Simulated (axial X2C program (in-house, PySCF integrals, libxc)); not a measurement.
## Outer orbitals of OsB at 1.775 Å, r2SCAN

Computed with an in-house relativistic program for diatomic molecules. Spin-free means the one-electron spin-free X2C Hamiltonian; two-component (2c) means X2C with spin–orbit coupling and atomic mean-field two-electron Coulomb and Gaunt terms, so the difference of the two also holds small scalar two-electron terms. Basis: Os dyall-cv3z [13s14p9d6f4g], B dyall-v3z [7s6p2d1f] (cores contracted in-house); Gaussian nuclei, density fitting, unrestricted open shells. Masses: Os 191.961 u, B 11.009 u.

The distance is close to the 2c PBE0 minimum; the highest filled and lowest empty levels are listed.

Spin-free orbitals, state M_S = 3/2, Λ = 0 (beyond evenly filled blocks: σα, δ+α, δ-α) (Löwdin shares):

```json
{"symmetry": "σβ", "occupied": "yes", "ε (eV)": "-10.68", "atomic character": "42% B s, 27% Os d, 18% Os s"}
{"symmetry": "σα", "occupied": "yes", "ε (eV)": "-10.55", "atomic character": "42% B s, 28% Os d, 20% Os s"}
{"symmetry": "δ-α", "occupied": "yes", "ε (eV)": "-7.39", "atomic character": "99% Os d"}
{"symmetry": "δ+α", "occupied": "yes", "ε (eV)": "-7.39", "atomic character": "99% Os d"}
{"symmetry": "π-α", "occupied": "yes", "ε (eV)": "-7.34", "atomic character": "81% Os d, 16% B p, 2% B d"}
{"symmetry": "π+α", "occupied": "yes", "ε (eV)": "-7.34", "atomic character": "81% Os d, 16% B p, 2% B d"}
{"symmetry": "σα", "occupied": "yes", "ε (eV)": "-7.34", "atomic character": "52% Os d, 34% Os s, 7% B s"}
{"symmetry": "π-β", "occupied": "yes", "ε (eV)": "-6.45", "atomic character": "69% Os d, 26% B p, 2% B d"}
{"symmetry": "π+β", "occupied": "yes", "ε (eV)": "-6.45", "atomic character": "69% Os d, 26% B p, 2% B d"}
{"symmetry": "σα", "occupied": "yes", "ε (eV)": "-5.50", "atomic character": "42% B p, 24% Os p, 14% B s"}
{"symmetry": "σβ", "occupied": "yes", "ε (eV)": "-5.13", "atomic character": "48% Os d, 17% B s, 16% B p"}
{"symmetry": "δ-β", "occupied": "no", "ε (eV)": "-4.18", "atomic character": "98% Os d"}
{"symmetry": "δ+β", "occupied": "no", "ε (eV)": "-4.18", "atomic character": "98% Os d"}
{"symmetry": "σβ", "occupied": "no", "ε (eV)": "-3.70", "atomic character": "38% Os s, 31% B p, 17% Os p"}
{"symmetry": "π-α", "occupied": "no", "ε (eV)": "-2.54", "atomic character": "56% Os p, 36% B p, 7% Os d"}
{"symmetry": "π+α", "occupied": "no", "ε (eV)": "-2.54", "atomic character": "56% Os p, 36% B p, 7% Os d"}
```

Spinors with spin–orbit coupling (state Ω = 3/2):

```json
{"ω": "-1/2", "occupied": "yes", "ε (eV)": "-10.72", "atomic character": "41% B s, 27% Os d, 18% Os s", "λ mixture": "99% σ, 1% π"}
{"ω": "1/2", "occupied": "yes", "ε (eV)": "-10.57", "atomic character": "41% B s, 29% Os d, 20% Os s", "λ mixture": "100% σ"}
{"ω": "-3/2", "occupied": "yes", "ε (eV)": "-7.86", "atomic character": "98% Os d", "λ mixture": "96% δ, 4% π"}
{"ω": "-1/2", "occupied": "yes", "ε (eV)": "-7.53", "atomic character": "80% Os d, 14% B p, 2% B d", "λ mixture": "98% π, 2% σ"}
{"ω": "1/2", "occupied": "yes", "ε (eV)": "-7.45", "atomic character": "53% Os d, 31% Os s, 7% B p", "λ mixture": "89% σ, 11% π"}
{"ω": "3/2", "occupied": "yes", "ε (eV)": "-7.23", "atomic character": "81% Os d, 16% B p, 2% B d", "λ mixture": "98% π, 2% δ"}
{"ω": "5/2", "occupied": "yes", "ε (eV)": "-7.00", "atomic character": "99% Os d", "λ mixture": "100% δ"}
{"ω": "1/2", "occupied": "yes", "ε (eV)": "-6.52", "atomic character": "67% Os d, 23% B p, 4% Os s", "λ mixture": "88% π, 12% σ"}
{"ω": "-3/2", "occupied": "yes", "ε (eV)": "-6.28", "atomic character": "68% Os d, 26% B p, 2% B d", "λ mixture": "96% π, 4% δ"}
{"ω": "1/2", "occupied": "yes", "ε (eV)": "-5.49", "atomic character": "42% B p, 24% Os p, 14% B s", "λ mixture": "99% σ, 1% π"}
{"ω": "-1/2", "occupied": "yes", "ε (eV)": "-5.12", "atomic character": "48% Os d, 17% B p, 16% B s", "λ mixture": "98% σ, 2% π"}
{"ω": "3/2", "occupied": "no", "ε (eV)": "-4.57", "atomic character": "97% Os d", "λ mixture": "98% δ, 2% π"}
{"ω": "-5/2", "occupied": "no", "ε (eV)": "-3.81", "atomic character": "98% Os d", "λ mixture": "100% δ"}
{"ω": "-1/2", "occupied": "no", "ε (eV)": "-3.71", "atomic character": "38% Os s, 30% B p, 17% Os p", "λ mixture": "100% σ"}
{"ω": "-1/2", "occupied": "no", "ε (eV)": "-2.81", "atomic character": "57% Os p, 35% B p, 6% Os d", "λ mixture": "97% π, 3% σ"}
```

**Question.** How does the gap between the highest filled and lowest empty level change from the spin-free to the 2c table?

**Answer.** From 0.95 to 0.55 eV at r2SCAN, a change of -0.40 eV.

Mulliken charges and populations of the two-component result (they depend on the basis, above all on diffuse functions):

Os -0.01 e (s 11.13 p 24.26 d 26.61 f 14.01), B 0.01 e (s 3.44 p 1.46 d 0.07 f 0.01). ⟨Lz⟩ = 0.02 ħ and ⟨Sz⟩ = 1.48 ħ (1.45 and 0.03 on the two atoms), which add up to Ω.

The state is a single determinant with fixed occupations, the lowest that a limited PBE0 search found. Density functionals use the spin component along the axis (collinear). PBE0 can misorder states that lie within some tenths of an eV, so this need not be the ground state of the molecule. The nearest other spin-free determinant of the search, M_S = 1/2, Λ = 0, lies 0.23 eV up at the distance of the search. With several unpaired electrons one determinant need not be a pure state. This is the top spin component of a Σ state; components of lower Ω are not single determinants and can lie lower. The determinant is spin-polarised beyond a pure state at some levels (its spin-free form has ⟨S²⟩ too high), which makes Re and μ there less reliable.
